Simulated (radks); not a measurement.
Q: Er10+, configuration [Kr] 4d10 4f10 5s2. Calculated with a radial shooting solver on a logarithmic mesh with Libxc functionals: scalar-relativistic Kohn-Sham, LDA (Slater exchange, VWN5 correlation), spin-polarised, spherical densities, finite nucleus; open shells are filled with parallel spins first (spin-orbit coupling, left out, can overturn this in heavy ions); Fermi nuclear charge, rms radius 5.2516 fm. Some entries of the table are withheld. Estimate them.

orbital  occ.  eigenvalue (eV)  <r> (bohr)
1s down     1        -57488.16     0.02039
1s up       1        -57488.15     0.02039
2s up       1        -9804.900     0.08652
2s down     1        -9804.812     0.08652
2p up       3        -8697.681     0.07673
2p down     3        -8697.620     0.07673
3s up       1        -2331.681      0.2256
3s down     1        -2329.615      0.2255
3p up       3        -1994.690      0.2247
3p down     3        -1992.636      0.2245
3d up       5        -1571.392      0.2039
3d down     5        -1569.793      0.2037
4s up       1        -598.5639      0.5070
4s down     1        -594.5044      0.5072
4p up       3        -487.2311      0.5368
4p down     3        -483.2555      0.5371
4d up       5        -337.7027         (1)
4d down     5        -333.8299         (2)
5s up       1        -205.5579       1.115
5s down     1        -203.3971       1.120
4f up       7        -171.7254      0.6721
4f down     3        -168.0165      0.6777

A: 
(1) 4d up <r> (bohr): 0.5765
(2) 4d down <r> (bohr): 0.5774
